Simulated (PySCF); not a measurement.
chlorotrifluoromethane (CClF3), SMILES FC(F)(F)Cl. Atoms are numbered in the order given.

```xyz
5

F      1.0776     0.6222     0.8118
C      0.0000     0.0000     0.3559
F      0.0000    -1.2443     0.8118
F     -1.0776     0.6222     0.8118
Cl     0.0000     0.0000    -1.4150
```
Charge 0, spin multiplicity 1.

Geometry: r2SCAN-D4/def2-SVP.

Level of theory: PBE0/pcJ-1 in PySCF.

Isotropic couplings with Fermi-contact, spin-dipole and both spin-orbit terms, one fixed conformer, no vibrational averaging. Isotopes: 13C, 19F.

Estimate the spin–spin coupling constants. (The exact figures need the calculation; the answer reports its results.)


| pair | bonds apart | J (Hz) |
|---|---|---|
| F1–C2 | 1 | -394.2 |
| C2–F3 | 1 | -394.2 |
| C2–F4 | 1 | -394.2 |
| F1–F3 | 2 | -15.9 |
| F1–F4 | 2 | -15.9 |
| F3–F4 | 2 | -15.9 |
